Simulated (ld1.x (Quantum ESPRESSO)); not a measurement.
# Which change was made? (Li, ultrasoft)

Li (Z = 3), ultrasoft, made with ld1.x (Quantum ESPRESSO) 7.5 (PW91, non-relativistic). Core none, reference 1s2 2s0 2p0 (charge +1). Waves: 1s (bound): rcut 0.90, rcutus 1.00 bohr; 2s (bound, empty): rcut 0.90, rcutus 1.00 bohr; 2p (bound, empty): rcut 3.45, rcutus 4.55 bohr; 2p channel at 0.9 Ry: rcut 3.45, rcutus 4.55 bohr. Local part: all-electron potential smoothed inside 1.20 bohr (lloc = -1). Core correction: none. Augmentation charge: PSQ, radius 0.75 bohr.

Cutoffs, loose and tight: the cutoffs (Ry, on a coarse ladder) from which the occupation-weighted sum of valence levels, in a spherical-Bessel basis at the reference potential, stays within 10 and 1 mRy of its value at 400 Ry. They do not see the model core or the augmentation charge, which bear on the density cutoff. Test errors are all-electron minus pseudo excitation energies from the reference, over the configurations 1s2 2s1 2p0; 1s2 2s0.5 2p0; 1s2 2s0 2p1; 1s1 2s1 2p0; variants that change the core or the reference have their own tests. The largest error is taken over the tests solved by every variant that gives reliable tests at all, those not shown here included: 1s2 2s0 2p1; 1s2 2s0.5 2p0; 1s2 2s1 2p0.

The base gives: outcome: generated; cutoff, loose: 45 Ry; cutoff, tight: 60 Ry; bound ghosts: none; largest test error (meV): +33.

(1) After one change the result is: outcome: generated; cutoff, loose: 60 Ry; cutoff, tight: 80 Ry; bound ghosts: none; largest test error (meV): +15. Which change was it?
A. all radii scaled by about 1.33 (s 1.32, p 6.04 bohr, rcut 1.20/4.58); local potential all-electron potential smoothed inside 1.60 bohr (lloc = -1); augmentation PSQ, radius 1.00 bohr
B. core [He], valence charge 1; reference 2s0.75 2p0; waves now 2s (bound): rcut 2.25, rcutus 3.00 bohr; 2s channel at 3.2 Ry: rcut 2.25, rcutus 3.00 bohr; 2p (bound): rcut 3.60, rcutus 4.80 bohr; 2p channel at 0.9 Ry: rcut 3.60, rcutus 4.80 bohr; local potential all-electron potential smoothed inside 3.55 bohr (lloc = -2); augmentation PSQ, radius 2.30 bohr
C. waves 1s (bound): rcut 0.82, rcutus 0.86 bohr; 2s (bound): rcut 0.82, rcutus 0.86 bohr

Answers

(1) C. The others give: all radii scaled by about 1.33 (s 1.32, p 6.04 bohr, rcut 1.20/4.58); local potential all-electron potential smoothed inside 1.60 bohr (lloc = -1); augmentation PSQ, radius 1.00 bohr → outcome: generated; cutoff, loose: 25 Ry; cutoff, tight: 35 Ry; bound ghosts: none; largest test error (meV): test run stopped at test 3 of 4 (negative rho), 2 before it not solved | core [He], valence charge 1; reference 2s0.75 2p0; waves now 2s (bound): rcut 2.25, rcutus 3.00 bohr; 2s channel at 3.2 Ry: rcut 2.25, rcutus 3.00 bohr; 2p (bound): rcut 3.60, rcutus 4.80 bohr; 2p channel at 0.9 Ry: rcut 3.60, rcutus 4.80 bohr; local potential all-electron potential smoothed inside 3.55 bohr (lloc = -2); augmentation PSQ, radius 2.30 bohr → outcome: generated; cutoff, loose: 6 Ry; cutoff, tight: 6 Ry; bound ghosts: none; largest test error (meV): test run stopped at test 1 of 3 (negative rho).
